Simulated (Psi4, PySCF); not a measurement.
Approach curve of the dimer C3H10Si ··· HCl (SMILES C[SiH](C)C and Cl). Monomers: optimised at B3LYP-D3(BJ) (def2-SVP and def2-TZVP), held rigid. Orientation: lowest of the rigid-body minima from ten starts at GFN2-xTB. The monomers approach along the line of their centres of mass (distance R); nothing else relaxes. The table gives interaction energies.

| R / Å | A | B | C |
|---|---|---|---|
| 3.93 | -0.44 | 21.39 | 7.94 |
| 4.15 | -5.53 | 10.49 | 1.75 |
| 4.34 | -7.18 | 5.32 | -0.83 |
| 4.51 | -7.44 | 2.71 | -1.88 |
| 4.73 | -6.90 | 0.96 | -2.30 |
| 5.04 | -5.52 | 0.07 | -2.07 |
| 5.36 | -4.02 | -0.12 | -1.53 |
| 5.82 | -2.30 | -0.09 | -0.77 |
| 6.55 | -0.83 | -0.02 | -0.12 |
| 7.51 | -0.20 | 0.01 | 0.08 |
| 8.83 | -0.01 | 0.01 | 0.08 |

Energies in kJ/mol.

Task: Which curve belongs to which method? The methods are PBE-D3(BJ)/def2-TZVP, counterpoise-corrected (Psi4); PBE/def2-TZVP, counterpoise-corrected in Psi4 1.11; restricted Hartree-Fock/STO-3G, no counterpoise correction (PySCF).

Result: A is PBE-D3(BJ)/def2-TZVP; B is RHF/STO-3G; C is PBE/def2-TZVP.
